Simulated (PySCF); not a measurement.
## A ladder of Hamiltonians for Ca¹⁶⁺ (calcium, charge +16)

Occupied: 1s1/2, 2s1/2. Hartree-Fock calculated with PySCF 2.14 in an even-tempered Gaussian basis (16 s from 1.1 bohr⁻², ratio 2.7; 11 p from 1.3 bohr⁻², ratio 2.7), Gaussian nucleus throughout. NR is non-relativistic, sf-X2C the spin-free one-electron X2C Hamiltonian, X2C adds the bare one-electron spin-orbit term, X2C-SNSO screens it by Boettger's factors, DC is four-component Dirac-Coulomb, and the Gaunt and Breit terms are added at first order (total energies over the DC spinors, levels after relaxing the spinors in that mean field). QED terms are absent. Levels marked empty are virtual spinors of this ion.

| Hamiltonian | E (hartree) |
| --- | --- |
| NR | -469.3848 |
| sf-X2C | -471.8919 |
| X2C | -471.8919 |
| X2C-SNSO | -471.8919 |
| DC | -471.9517 |
| DC+Gaunt | -471.8289 |
| DC+Breit | -471.8311 |

```csv
level (eV),NR,sf-X2C,X2C,X2C-SNSO,DC,DC+Gaunt,DC+Breit
1s1/2,-4906.2,-4929.7,-4929.7,-4929.7,-4931.1,-4928.2,-4928.2
2s1/2,-1074.9,-1081.4,-1081.4,-1081.4,-1081.5,-1081.3,-1081.3
2p1/2 (empty),-969.32,-971.30,-974.87,-974.51,-974.59,-974.08,-974.16
2p3/2 (empty),-969.32,-971.30,-969.55,-969.72,-969.74,-969.44,-969.52
3s1/2 (empty),-423.54,-425.54,-425.54,-425.54,-425.58,-425.50,-425.51
```

Question: How large are the two-electron picture-change error of X2C and the Breit correction in the total energy?

Answer: X2C-1e lies 0.0598 hartree above Dirac-Coulomb; Gaunt adds 0.1228 and the full Breit term 0.1206 hartree.

```json
{"interval (eV)": "2p3/2 − 2p1/2", "X2C": "5.321", "X2C-SNSO": "4.786", "DC": "4.846", "DC+Gaunt": "4.636", "DC+Breit": "4.636"}
```

Weight of the small component: 1s1/2 0.00518, 2s1/2 0.00110, 2p1/2 0.00106, 2p3/2 0.00105, 3s1/2 0.000426.

Koopmans' value for the highest occupied level at DC+Breit: 1081.3 eV, against an ionisation energy of 1086.8 ± 0.4 eV (semi-empirical (NIST evaluation); NIST Atomic Spectra Database, ionization energies); the former lacks relaxation, correlation, QED and recoil.

The whole ladder took 43 s of wall time on 1 thread of Neoverse-N1 (shared host), launched as `OMP_NUM_THREADS=1 python relrun2.py TASK.json OUT` (a driver that calls PySCF for each Hamiltonian).
